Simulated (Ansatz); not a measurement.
`[GeH3][SiH2][GeH2][GeH3]` + `[SiH3][SiH2][SiH2][GeH3]` → `[GeH3][SiH2][GeH2][SiH2][GeH3]` + `[SiH3][SiH2][GeH3]`  (redistribution)

Computed with Ansatz on PBE0-D4/def2-TZVP structures; ΔE is electronic, products minus reactants. CCSD(T)/CBS is the MP2 limit (def2-TZVPP, def2-QZVPP) plus CCSD(T) − MP2 in def2-TZVPP, frozen cores. DFT in def2-TZVPP. B3LYP here is the variant with VWN-RPA as its local correlation; programs differ in this. For Ge outer-core shells are correlated without core-valence functions, which leaves a few kJ/mol of doubt a bond. Scalar relativity is left out up to krypton. One conformer a species, not always the lowest.

| species | B3LYP energy (Eh) |
| --- | --- |
| `[GeH3][SiH2][GeH2][GeH3]` | -6526.69923 |
| `[SiH3][SiH2][SiH2][GeH3]` | -2951.63043 |
| `[GeH3][SiH2][GeH2][SiH2][GeH3]` | -6817.42581 |
| `[SiH3][SiH2][GeH3]` | -2660.90314 |

Work out ΔE.

ΔE = (-6817.42581) + (-2660.90314) − (-6526.69923) − (-2951.63043) = 0.00071 Eh = +1.9 kJ/mol. CCSD(T)/CBS gives -2.6 kJ/mol.

Largest T1 diagnostic among the species: 0.013.

In def2-TZVPP, CCSD(T) changes the Hartree–Fock value by −4.1 kJ/mol (the triples alone add −0.6 kJ/mol) and MP2 by −4.8 kJ/mol. The D4 term adds −3.1 kJ/mol with B3LYP and −1.9 kJ/mol with PBE0; it sums over pairs of atoms, weighted by their polarisabilities, and B3LYP, whose exchange is more repulsive, gets the larger term. Leaving LDA and LC-ωPBE aside and taking each functional with its dispersion term where it has one, the values, not all of them listed here, spread over 2.8 kJ/mol, from ωB97M-V to B2PLYP.
